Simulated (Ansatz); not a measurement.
A nudged elastic band was laid between two geometries of CH5AlF2Si (10 atoms, charge 0, multiplicity 1).

Level of theory: RKS PBE/6-31G* in Ansatz.

```
movable images  : 7
climbing image  : yes
spring          : 5.0 eV/Å²
optimiser       : quadratic models (default)
start path      : through a guess of the saddle point
force threshold : 0.05 eV/Å
iteration limit : 60
end points      : relaxed
```

Image 0:

```xyz
10
Properties=species:S:1:pos:R:3
F -2.335 1.029 1.419
Al -0.663 1.018 1.332
C 0.246 -0.555 0.527
F 1.588 -0.532 1.029
Si 0.328 -0.476 -1.376
H 0.124 2.285 1.898
H -0.226 -1.510 0.835
H -1.072 -0.560 -1.916
H 0.931 0.833 -1.797
H 1.163 -1.583 -1.948
```

Image 8:

```xyz
10
Properties=species:S:1:pos:R:3
F -1.442 0.741 2.833
Al -0.566 0.984 1.429
C -0.307 -0.556 0.231
F 0.873 -0.302 1.296
Si 0.456 -0.481 -1.493
H -0.086 2.452 1.057
H -0.707 -1.534 0.540
H -0.697 -0.676 -2.436
H 1.072 0.864 -1.717
H 1.487 -1.543 -1.738
```

Q: What changes between the two ends?

A: Bonds formed: Al2–F4. The dihedral H6–Al2–C3–Si5 goes from -96 to -3°.

Q: Give the energies along the band, and the barrier.

A: The forces met the threshold. The highest image is number 4 of 0 to 8, 0.4 kcal/mol above the first end and 4.1 kcal/mol above the last; the last end lies 3.7 kcal/mol below the first. A vibrational analysis at the climbing image gives one clearly imaginary mode, 61i cm⁻¹: a first-order saddle point.

```
image  path coordinate (Å)  energy (kcal/mol)  Al2–F4 (Å)  dihedral H6–Al2–C3–Si5 (°)
    0                 0.00                0.0        2.75                         -96
    1                 0.30                0.0        2.74                         -87
    2                 0.59                0.1        2.72                         -78
    3                 0.89                0.3        2.65                         -69
    4                 1.19                0.4        2.55                         -61
    5                 1.56               -0.1        2.29                         -48
    6                 1.93               -1.9        2.04                         -30
    7                 2.31               -3.3        1.95                         -14
    8                 2.68               -3.7        1.93                          -3
```

Q: What is the geometry of the highest image?

A: 
```xyz
10
Properties=species:S:1:pos:R:3
F -2.135 0.855 2.189
Al -0.707 1.001 1.330
C 0.076 -0.584 0.440
F 1.327 -0.523 1.186
Si 0.422 -0.456 -1.421
H 0.047 2.403 1.361
H -0.419 -1.539 0.694
H -0.910 -0.481 -2.118
H 1.102 0.846 -1.718
H 1.280 -1.573 -1.939
```

The band took 9 iterations and about 7 core-minutes.

Run time: 3.4 min on 2 threads of Arm Neoverse N1, on a shared host, peak memory 0.13 GiB.
